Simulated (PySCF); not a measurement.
**Orbital energies, ionisation energy and electron affinity**

Compound: C₇H₅N.
Geometry (PBE0-D3(BJ)/def2-SVP, Å), atoms numbered from 1 in this order:
```xyz
13
C7H5N angstrom
C      3.983   -0.095   -0.259
N      2.807   -0.114   -0.254
C      1.429   -0.138   -0.248
C      0.759   -1.367   -0.219
C     -0.632   -1.385   -0.212
C     -1.352   -0.190   -0.235
C     -0.677    1.031   -0.264
C      0.714    1.065   -0.270
H      1.338   -2.291   -0.202
H     -1.158   -2.342   -0.190
H     -2.444   -0.210   -0.230
H     -1.238    1.968   -0.281
H      1.258    2.010   -0.293
```

Level: CAM-B3LYP/def2-SVPD (PySCF). Frontier orbitals with their largest atomic shares (Löwdin; up to four atoms above 4 %):

```json
{"orbital": "HOMO−3", "ε (eV)": "-11.36", "main atoms": "N2 31 %, C1 18 %, C3 11 %, C4 8 %"}
{"orbital": "HOMO−2", "ε (eV)": "-10.39", "main atoms": "C1 82 %, N2 15 %"}
{"orbital": "HOMO−1", "ε (eV)": "-9.22", "main atoms": "C8 21 %, C4 21 %, C5 20 %, C7 20 %"}
{"orbital": "HOMO", "ε (eV)": "-8.79", "main atoms": "?"}
{"orbital": "LUMO", "ε (eV)": "-0.36", "main atoms": "C6 17 %, C1 17 %, C3 14 %, N2 12 %"}
{"orbital": "LUMO+1", "ε (eV)": "0.20", "main atoms": "C7 19 %, C5 19 %, C4 18 %, C8 18 %"}
{"orbital": "LUMO+2", "ε (eV)": "1.33", "main atoms": "C6 14 %, C5 12 %, C7 12 %, H11 10 %"}
```

Q: What vertical ionisation energy does ΔSCF give, and how far is −ε(HOMO) from it?

A: ΔSCF: 9.51 eV (918 kJ/mol; threshold wavelength 130 nm); ⟨S²⟩ of the doublet left behind is 0.770, against 0.75 for a pure doublet. −ε(HOMO) is 8.79 eV, 0.72 eV below it. In exact Kohn–Sham theory the two would be equal; CAM-B3LYP (range-separated hybrid) falls short of its own ΔSCF value by 8 %.

Q: On which atoms does the HOMO lie?

A: C6 (aromatic CH carbon) 21 %, C3 (aromatic carbon bearing nitrogen) 19 %, N2 (isocyanide nitrogen) 12 %, C4 (aromatic CH carbon) 9 %, so no atom holds as much as 40 %. The HOMO−1 lies 0.43 eV lower.

Q: And the vertical electron affinity, the fundamental gap, Mulliken's electronegativity and the hardness (with the factor ½)?

A: EA = -0.31 eV by ΔSCF (−ε(LUMO) = 0.36 eV); a negative value means that the added electron isn't bound at this geometry and level, and the number then depends on the basis. IE − EA = 9.82 eV against an orbital gap of 8.43 eV; (IE + EA)/2 = 4.60 eV; (IE − EA)/2 = 4.91 eV.

Q: With α = 85.9 au, estimate the like-pair dispersion coefficient by London's formula C6 = (3/4)α²I.

A: I = 0.3496 Eh, so C6 ≈ 1930 au, a rough estimate.

Q: How many of the 10 lowest singlet excitations (vertical TDDFT, same level) lie below the ionisation energy?

A: All 10; they run from 5.27 to 7.91 eV.

Q: What kinetic energy would electrons from this vertical process carry with He I light (21.218 eV)?

A: 21.22 − 9.51 = 11.71 eV.

Geometry: PBE0-D3(BJ)/def2-SVP; no solvent, vibrations or thermal averaging.

These values come from a run that also computed excited states and ΔSCF ions. On one thread, Arm Neoverse V1 (shared host), this took 2.1 min of wall time.
